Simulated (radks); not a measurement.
Effect of the nuclear size on neutral strontium, [Kr] 5s2. All-electron calculation, Dirac Kohn-Sham, exchange-only LDA, spin-unpolarised, spherical densities, finite nucleus; Fermi nuclear charge, rms radius 4.224 fm. Program: a radial shooting solver on a logarithmic mesh with Libxc functionals. The rms radius is varied about that value; shifts are against it.

[
 {"rms radius (fm)": "3.5397", "total energy shift (eV)": "-0.247", "density at nucleus (e/bohr^3)": "6.166e+04", "1s1/2 shift (meV)": "-105", "2s1/2 shift (meV)": "-10.8", "3p1/2 shift (meV)": "0.190", "4s1/2 shift (meV)": "-0.212", "4p1/2 shift (meV)": "0.054"},
 {"rms radius (fm)": "3.941", "total energy shift (eV)": "-0.107", "density at nucleus (e/bohr^3)": "6.107e+04", "1s1/2 shift (meV)": "-45.3", "2s1/2 shift (meV)": "-4.66", "3p1/2 shift (meV)": "0.082", "4s1/2 shift (meV)": "-0.092", "4p1/2 shift (meV)": "0.024"},
 {"rms radius (fm)": "4.224", "total energy shift (eV)": "0", "density at nucleus (e/bohr^3)": "6.07e+04", "1s1/2 shift (meV)": "0.000", "2s1/2 shift (meV)": "0.000", "3p1/2 shift (meV)": "0.000", "4s1/2 shift (meV)": "0.000", "4p1/2 shift (meV)": "0.000"},
 {"rms radius (fm)": "4.5408", "total energy shift (eV)": "0.128", "density at nucleus (e/bohr^3)": "6.031e+04", "1s1/2 shift (meV)": "54.1", "2s1/2 shift (meV)": "5.57", "3p1/2 shift (meV)": "-0.098", "4s1/2 shift (meV)": "0.110", "4p1/2 shift (meV)": "-0.028"},
 {"rms radius (fm)": "5.1744", "total energy shift (eV)": "0.408", "density at nucleus (e/bohr^3)": "5.962e+04", "1s1/2 shift (meV)": "173", "2s1/2 shift (meV)": "17.8", "3p1/2 shift (meV)": "-0.313", "4s1/2 shift (meV)": "0.351", "4p1/2 shift (meV)": "-0.090"}
]

Slopes of the eigenvalues against <r^2> in GHz/fm^2, as finite differences over the two radii next to the reference (eigenvalue slopes, not the field-shift constants of lines): 1s1/2 4720, 2s1/2 486, 3p1/2 -8.56, 4s1/2 9.59, 4p1/2 -2.46.
